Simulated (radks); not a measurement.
Spherical jellium clusters: N electrons in a uniform positive sphere of charge N and radius rs N^(1/3), rs = 4.88 bohr. Calculated with a radial shooting solver with Libxc functionals: non-relativistic Kohn-Sham, LDA (Slater exchange, Perdew-Wang correlation), spin-polarised, spherical densities. Levels are named by radial order and angular momentum (1s, 1p, 1d, 2s, ...), and open shells are averaged over m.

N = 21, configuration 1s2 1p6 1d10 2s2 1f(up 1, down 0). This is the lowest configuration that the search found. Occupied and some empty levels:

| level | occupation | eigenvalue (eV) | <r> (bohr) |
|---|---|---|---|
| 1s up | 1 | -4.0022 | 8.773 |
| 1s down | 1 | -3.9669 | 8.686 |
| 1p up | 3 | -3.5479 | 9.970 |
| 1p down | 3 | -3.5027 | 9.932 |
| 1d up | 5 | -2.9229 | 10.85 |
| 1d down | 5 | -2.8725 | 10.84 |
| 2s up | 1 | -2.4336 | 8.511 |
| 2s down | 1 | -2.4120 | 8.555 |
| 1f up | 1 | -2.1636 | 11.63 |
| 1f down | 0 | -2.1115 | 11.64 |
| 2p up | 0 | -1.5647 | 10.48 |
| 2p down | 0 | -1.5408 | 10.51 |
| 1g up | 0 | -1.3020 | 12.43 |
| 1g down | 0 | -1.2511 | 12.46 |
| 2d up | 0 | -0.75554 | 12.90 |
| 2d down | 0 | -0.73135 | 12.96 |

Energy (eV): total -38.8762, kinetic 25.220, external -1062.0, Hartree 527.94, exchange-correlation -64.842, background 534.79.
